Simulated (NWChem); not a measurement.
# NH₃Te; SMILES N[TeH]

Program: NWChem. Geometry: optimised at PBE0/def2-SVP. def2 effective core potentials on Te; no spin-orbit coupling. Level: PBE0/def2-SVPD; the question gives the wavelength of the field.

Q: Predict the results for field static. Quantities: isotropic polarisability (bohr³); anisotropy (bohr³).

A: 
```
Item                              Result
--------------------------------  ------
isotropic polarisability (bohr³)    52.0
anisotropy (bohr³)                   8.6
```
